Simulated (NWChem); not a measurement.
System: CH3ClGeO, singlet; SMILES C[O][Ge][Cl]

Here is an NWChem input.

```
start job
memory heap 200 mb stack 900 mb global 1100 mb
geometry units angstroms noautosym nocenter noautoz
  Ge     0.829636    -0.122607    -0.000404
  Cl    -1.018698    -1.361655     0.000931
  O      0.133498     1.501803    -0.000320
  C     -1.183406     1.987185     0.000518
  H     -1.925492     1.171893     0.001245
  H     -1.343018     2.615879     0.892043
  H     -1.344322     2.615427    -0.891093
end
basis spherical
  * library def2-svpd
end
dft
  xc xcamb88 1.00 lyp 0.81 vwn_5 0.19 hfexch 1.00
  cam 0.33 cam_alpha 0.19 cam_beta 0.46
  iterations 150
end
property
  response 1 0.0
end
task dft property
```

Low-valent species are run as closed-shell singlets; no triplet was tried in these runs. Geometry: optimised at PBE0/def2-SVP.

Static field.

Problem. What results follow from this input? (CAM-B3LYP/def2-SVPD.) Quantities: isotropic polarisability (bohr³); anisotropy (bohr³).

Solution. 
| Item | Result |
|---|---|
| isotropic polarisability (bohr³) | 62.5 |
| anisotropy (bohr³) | 20.9 |
